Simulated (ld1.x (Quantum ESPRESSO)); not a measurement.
lithium (Li), TM: configuration errors across variants

| Item | Value |
| --- | --- |
| Element | lithium (Li) |
| Generator | ld1.x (Quantum ESPRESSO) 7.5 |
| Type | norm-conserving Troullier–Martins (Kleinman–Bylander form) |
| Functional | Wu–Cohen |
| Relativity | non-relativistic |
| Frozen core | none |
| Valence charge | 3 |
| Reference configuration | 1s2 2s1 2p0 |
| Partial waves | 2p (bound, empty): rc 4.20 bohr; 3d channel at -0.05 Ry: rc 4.55 bohr; 1s (bound): rc 0.65 bohr |
| Local potential | the s channel |
| Core correction | none |

Occupied shells without a wave of their own: 2s. They enter only through the test configuration that unscreens the potential.

All-electron excitation energies from the reference (eV): (1) 1s2 2s0 2p0 5.194; (2) 1s2 2s0.5 2p0 2.010; (3) 1s2 2s0 2p1 1.766; (4) 1s1 2s1 2p0 68.096.

3 further variants failed, have other tests or another functional or relativity, and are left out.

The file “local potential the d channel” misses its own reference levels by 0.3 eV.

Errors AE − PS in meV (a dash: test not solved or not reliable):

```tsv
change	(1)	(2)	(3)	(4)	bound ghosts
base	+13	+5.1	+5.3	+91	none
wave 1s (bound): rc 0.65 bohr becomes 1s (bound): rc 0.80 bohr	+35	+14	+15	+187	none
local potential the d channel	+465	+180	+286	-571	none
all radii scaled by about 0.93 (s 0.60, p 3.90, d 4.24 bohr)	+9.2	+3.5	+3.7	+69	none
```

Task: Give the same row for: wave 2p (bound): rc 4.20 bohr becomes 2p (bound): rc 5.26 bohr.

Result: +13, +5.1, +30, +91; bound ghosts: none.
